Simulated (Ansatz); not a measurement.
Task: Name a neutral molecule of C, S, Si and H with HOMO energy (PBE/def2-TZVPP) between -5.40 and -5.10 eV and HOMO–LUMO gap (PBE/def2-TZVPP) between 1.95 and 2.25 eV (Ansatz, PBE0-D4/def2-TZVP geometry).

Result: `C[SiH2]C(=S)S` (-5.29 eV, 2.06 eV); `[SiH3]CC=S` (-5.22 eV, 2.19 eV); `C[SiH2]CC=S` (-5.10 eV, 2.20 eV); `[SiH3][SiH2]CC=S` (-5.30 eV, 2.20 eV). Other molecules can fit too; these were computed, each in one conformer that needn't be the lowest.
